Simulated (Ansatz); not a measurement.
Geometry optimisation, Ansatz, RKS BLYP-D4/6-31G*.

Input file:

```yaml
crystal:
  periodic: [false, false, false]
  atoms:
    - { symbol: Al, position_ang: [-0.03758, -0.238062, 0.062262] }
    - { symbol: O, position_ang: [0.02481, -0.364452, 1.810013] }
    - { symbol: H, position_ang: [-0.832298, -0.369563, 2.282018] }
    - { symbol: Cl, position_ang: [1.777004, -0.360627, -0.987285] }
    - { symbol: Cl, position_ang: [-1.85231, -0.034094, -0.997765] }
    - { symbol: H, position_ang: [0.40188, 2.344683, 0.937952] }
    - { symbol: H, position_ang: [0.312894, 1.792816, 1.378705] }
basis:
  gaussian: { orbitals: "6-31G*" }
hamiltonian:
  xc: blyp
  dispersion: d4
relax:
  f_tol: 0.03
  max_steps: 50
output:
  orbitals: {}
```

Command:

```bash
$ ansatz run input.yaml --threads 1 --pin off --max-ram 2048MiB --backend cpu --events-out ev --progress --plain --runs-dir out
```

Where does it end, and by what steps?

The forces met the threshold. After 7 steps the energy has fallen by 0.106 eV; H6 moved furthest, 0.40 Å.

```csv
step,energy less start (eV),largest force component (eV/Å),accepted
0,0.0000,1.341,yes
1,-0.0773,0.660,yes
2,-0.0863,0.732,yes
3,-0.0913,0.662,yes
4,-0.0977,0.428,yes
5,-0.1054,0.057,yes
6,-0.1062,0.048,yes
7,-0.1065,0.003,yes
```

```xyz
7
Properties=species:S:1:pos:R:3
Al -0.054 -0.405 0.035
O -0.004 -0.554 1.742
H -0.839 -0.485 2.244
Cl 1.756 -0.557 -1.022
Cl -1.866 -0.116 -1.015
H 0.418 2.737 1.019
H 0.384 2.150 1.483
```

The run took 20 s on 1 thread of Arm Neoverse V2, with other jobs on the host, peak memory 0.12 GiB.
